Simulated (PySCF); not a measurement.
Cl₃H₃HfOSi, SMILES [Cl][Hf]([Cl])([O][SiH3])[Cl] (connectivity only; charge and spin as stated), charge -1, multiplicity 2.

Geometry: PBE0-D3(BJ)/def2-SVPD. The geometry has at least one imaginary mode, so it is a saddle point at that level. The spin state was assumed, not searched. The isomer is the one that the SMILES or the coordinates give; other isomers of the formula were not compared. The def2 effective core potentials stand for the cores of Hf; spin–orbit coupling is left out. Other conformers were not sampled.

Two levels are set side by side: PBE/def2-SVPD (PySCF) and CAM-B3LYP/def2-SVPD (PySCF). Same geometry, gas phase. Differences are taken from unrounded values.

```tsv
quantity	CAM-B3LYP
α-spin orbital gap (eV)	5.78
β-spin orbital gap (eV)	8.85
mean polarisability (bohr³)	133.4
```

What does PBE give, and how far is it from CAM-B3LYP? (An estimate is asked for; the answer gives what the named calculation found.)


| quantity | PBE | PBE minus CAM-B3LYP |
|---|---|---|
| α-spin orbital gap (eV) | 1.57 | -4.21 |
| β-spin orbital gap (eV) | 4.75 | -4.10 |
| mean polarisability (bohr³) | 152.9 | 19.5 |

Loosely held outer electrons make PBE densities more polarisable. Differences between two approximate levels are no errors against the true value.

Rough cost on one machine, each run with all the roots and properties that it gave: CAM-B3LYP against PBE within a factor of 2.
